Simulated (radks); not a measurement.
Valence configurations of neutral lead. All-electron calculation, scalar-relativistic Kohn-Sham, PBE, spin-unpolarised, spherical densities, finite nucleus; Fermi nuclear charge, rms radius 5.5012 fm. Program: a radial shooting solver on a logarithmic mesh with Libxc functionals. Energies are relative to [Hg] 6p2; eigenvalues in eV.

| valence | E (eV) | e(4f) | e(5d) | e(6p) | e(6s) |
|---|---|---|---|---|---|
| [Hg] 6p2 | 0.000 | -132.91 | -21.184 | -3.499 | -12.028 |
| [Xe] 4f14 5d9 6s2 6p3 | 19.330 | -138.83 | -25.520 | -4.544 | -14.037 |
| [Xe] 4f14 5d10 6p4 | 17.805 | -136.45 | -24.449 | -4.872 | - |
| [Xe] 4f14 5d10 6s1 6p3 | 8.722 | -134.73 | -22.877 | -4.219 | -13.130 |
| [Xe] 4f14 5d9 6p5 | 38.960 | -142.17 | -28.543 | -5.801 | - |
| [Xe] 4f13 5d10 6s2 6p3 | 138.48 | -152.17 | -27.196 | -4.565 | -14.203 |
| [Xe] 4f14 5d10 6s0.5 6p3.5 | 13.221 | -135.60 | -23.676 | -4.553 | -13.638 |
| [Xe] 4f14 5d9.5 6s2 6p2.5 | 9.254 | -135.87 | -23.367 | -4.031 | -13.052 |
| [Xe] 4f14 5d9.5 6p4.5 | 27.987 | -139.29 | -26.500 | -5.340 | - |
| [Xe] 4f13 5d9 6p6 | 184.49 | -161.50 | -34.474 | -6.754 | - |

NIST lists [Hg] 6p2 as the ground configuration; this level of theory agrees among the configurations tried. The energies are those of spherical spin-averaged densities, not of single terms.
